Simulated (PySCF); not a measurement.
# A series of related molecules

Method used: PySCF, GIAO BP86/def2-SVP magnetisability, rotational g tensor and spin-rotation constants, non-relativistic, gas phase. Geometry: GFN2-xTB.

Each molecule in one low-energy conformer.

The calculation is non-relativistic, which matters for the atoms heavier than Zn.

Q: How does the isotropic susceptibility change along this series?
- [H][Ge]([H])([CH3])[O]C (one ligand: Cl to OMe)
- [H][Ge]([H])([CH3])[NH]C(C)(C)C (one ligand: Cl to NHtBu)
- [H][Ge]([H])([CH3])[O]C(C)(C)C (one ligand: Cl to OtBu)

A: 
```csv
molecule,"χ, cgs (10⁻⁶ cm³/mol)",magnetisability anisotropy (10⁻³⁰ J/T²)
[H][Ge]([H])([CH3])[O]C,-58.8,124
[H][Ge]([H])([CH3])[NH]C(C)(C)C,-99.8,63
[H][Ge]([H])([CH3])[O]C(C)(C)C,-95.4,75
```
The isotropic susceptibility is lowest for [H][Ge]([H])([CH3])[NH]C(C)(C)C and highest for [H][Ge]([H])([CH3])[O]C.
